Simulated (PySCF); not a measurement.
Record of a relaxation.

Compound: C₆H₅F.
SMILES with atom numbers: `[CH2:1]=[C:2]=[CH:3][C:4]#[C:5][CH2:6][F:7]` (hydrogens: H8, H9 on C1; H10 on C3; H11, H12 on C6)

Method: PySCF 2.14.0, PBE0-D3(BJ)/def2-SVP geometry optimisation, gas phase; density fitting, grid level 1; the optimiser is geomeTRIC in internal coordinates, started from a GFN2-xTB structure with every atom displaced at random (about 0.01 Å). 5 of its 7 geometries are shown. The frame can shift and turn from step to step; on so coarse a grid that alone can change the energy by a few meV, and forces under 0.02 eV/Å are noise.

Step 0: E = -8999.4718 eV, largest atomic force 4.623 eV/Å
```
atom  x, y, z in Å  |  force x, y, z in eV/Å
C1      3.069    0.053    0.759   -0.904   0.951  -1.369
C2      2.041   -0.275    0.017    0.680  -0.088   0.264
C3      1.017   -0.629   -0.738    2.157  -0.038   0.368
C4     -0.265   -0.260   -0.460   -4.394   1.132   0.885
C5     -1.435    0.051   -0.222    1.853  -0.405  -0.296
C6     -2.820    0.413    0.021   -0.202  -0.709  -0.007
F7     -3.630   -0.119   -0.950   -0.182  -0.005  -0.170
H8      3.402   -0.522    1.576    0.428  -1.066   1.250
H9      3.595    0.996    0.595    0.097   0.130  -0.147
H10     1.188   -1.235   -1.605    0.257  -0.566  -0.852
H11    -3.174    0.001    0.992    0.211   0.273  -0.084
H12    -2.948    1.498    0.006    0.000   0.389   0.159
```

Step 2: E = -8999.6323 eV, largest atomic force 0.390 eV/Å
```
atom  x, y, z in Å  |  force x, y, z in eV/Å
C1      3.112    0.090    0.813    0.013  -0.030   0.056
C2      2.081   -0.253    0.093    0.071   0.010  -0.051
C3      1.053   -0.601   -0.656   -0.084   0.067   0.162
C4     -0.298   -0.230   -0.395    0.010  -0.151  -0.360
C5     -1.483    0.025   -0.312    0.010   0.086   0.269
C6     -2.878    0.372   -0.077    0.001  -0.017  -0.073
F7     -3.709   -0.141   -1.039    0.001   0.006   0.008
H8      3.453   -0.530    1.651   -0.014   0.014  -0.024
H9      3.669    1.012    0.610   -0.011   0.000  -0.011
H10     1.228   -1.225   -1.544    0.013   0.014   0.015
H11    -3.196   -0.017    0.906   -0.005   0.005   0.007
H12    -2.993    1.471   -0.061   -0.005  -0.004   0.002
```

Step 3: E = -8999.6409 eV, largest atomic force 0.232 eV/Å
```
atom  x, y, z in Å  |  force x, y, z in eV/Å
C1      3.096    0.096    0.823    0.001   0.136  -0.189
C2      2.076   -0.249    0.087   -0.136  -0.012  -0.033
C3      1.052   -0.606   -0.668    0.217  -0.005   0.047
C4     -0.304   -0.256   -0.444   -0.028   0.029  -0.018
C5     -1.479    0.015   -0.314   -0.107   0.076   0.131
C6     -2.869    0.375   -0.068   -0.011  -0.086  -0.028
F7     -3.714   -0.134   -1.019    0.003   0.013   0.005
H8      3.431   -0.525    1.655    0.044  -0.087   0.139
H9      3.657    1.017    0.617   -0.041  -0.054   0.032
H10     1.248   -1.228   -1.549    0.062  -0.059  -0.072
H11    -3.180   -0.007    0.920   -0.004  -0.005   0.004
H12    -2.976    1.473   -0.051    0.001   0.054  -0.017
```

Step 4: E = -8999.6443 eV, largest atomic force 0.162 eV/Å
```
atom  x, y, z in Å  |  force x, y, z in eV/Å
C1      3.061    0.105    0.826   -0.012   0.067  -0.101
C2      2.062   -0.254    0.069    0.025  -0.042  -0.018
C3      1.060   -0.629   -0.704    0.115   0.012   0.027
C4     -0.295   -0.275   -0.475   -0.158   0.020  -0.025
C5     -1.464    0.011   -0.311    0.012   0.018   0.049
C6     -2.848    0.381   -0.051   -0.019  -0.032  -0.004
F7     -3.707   -0.122   -0.993    0.008   0.002   0.003
H8      3.382   -0.510    1.672    0.021  -0.039   0.068
H9      3.612    1.033    0.633   -0.009  -0.019   0.021
H10     1.274   -1.252   -1.583    0.015  -0.009  -0.009
H11    -3.154    0.004    0.941   -0.002  -0.002  -0.004
H12    -2.945    1.480   -0.036    0.003   0.024  -0.008
```

Step 6: E = -8999.6454 eV, largest atomic force under 0.02 eV/Å
```
atom  x, y, z in Å  |  force x, y, z in eV/Å
C1      3.075    0.098    0.815    0.000  -0.005   0.008
C2      2.069   -0.256    0.065    0.000  -0.004   0.013
C3      1.058   -0.622   -0.700   -0.012  -0.003  -0.009
C4     -0.300   -0.268   -0.466    0.016   0.000  -0.004
C5     -1.468    0.019   -0.293    0.007   0.001   0.012
C6     -2.856    0.382   -0.047   -0.002   0.004  -0.005
F7     -3.702   -0.128   -0.997   -0.001  -0.002  -0.002
H8      3.399   -0.519    1.662   -0.006   0.004  -0.014
H9      3.627    1.025    0.624    0.005   0.005  -0.002
H10     1.267   -1.246   -1.580   -0.007   0.004   0.001
H11    -3.171    0.007    0.943    0.001   0.001   0.001
H12    -2.959    1.482   -0.038    0.000  -0.004   0.001
```

**Question.** Summarise the path.

**Answer.** The energy falls by 0.1736 eV from step 0 to step 6; nine tenths of that is first reached at step 2. It falls at every step. The largest force goes from 4.623 to under 0.02 eV/Å. Among the bonds C3–C4 changes most, from 1.363 to 1.423 Å; the atoms move by 0.047 Å rms after alignment.

What follows is the cost of the whole optimisation. The run took 55 s of wall time on one thread, Intel Xeon Platinum 8259CL at 2.50 GHz (x86_64), no GPU, on a shared host, and the process peaked at 0.49 GiB of memory.
